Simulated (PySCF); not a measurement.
Isomers of C5H5O2PS, one GFN2-xTB conformer each. Single-point energies are computed at PBE0/pcSseg-1 (PySCF, gas phase, no added dispersion term), electronic only.

```csv
SMILES,GFN2-xTB relative energy (kJ/mol)
CSc1oc(C=O)cp1,64.4
COC(=O)c1cscp1,0.0
```

Conformers: `[CH3:1][S:2][c:3]1[o:4][c:5]([CH:6]=[O:7])[cH:8][p:9]1` with C1–S2–C3–O4 180°, O4–C5–C6–O7 180°; `[CH3:1][O:2][C:3](=[O:4])[c:5]1[cH:6][s:7][cH:8][p:9]1` with C1–O2–C3–O4 0°, O2–C3–C5–C6 180°.

Question: What does PBE0/pcSseg-1 give for the same structures?

Answer: 
```csv
SMILES,PBE0/pcSseg-1 E (Eh),PBE0/pcSseg-1 (kJ/mol),GFN2-xTB (kJ/mol),point group
COC(=O)c1cscp1,-1082.80921,0.0,0.0,Cs
CSc1oc(C=O)cp1,-1082.77432,91.6,64.4,Cs
```

Both levels put the same isomer lowest. As drawn, the lower has a C(=O)–O unit, which the higher lacks.

Question: Which frontier levels, dipoles and rotational constants go with these structures?

Answer: 
| SMILES | HOMO (eV, PBE0/pcSseg-1) | LUMO (eV) | dipole (D) | A, B, C (MHz) |
| --- | --- | --- | --- | --- |
| COC(=O)c1cscp1 | -7.28 | -1.58 | 1.05 | 2848, 774.6, 611.3 |
| CSc1oc(C=O)cp1 | -6.53 | -2.05 | 4.25 | 3085, 686.1, 563.3 |
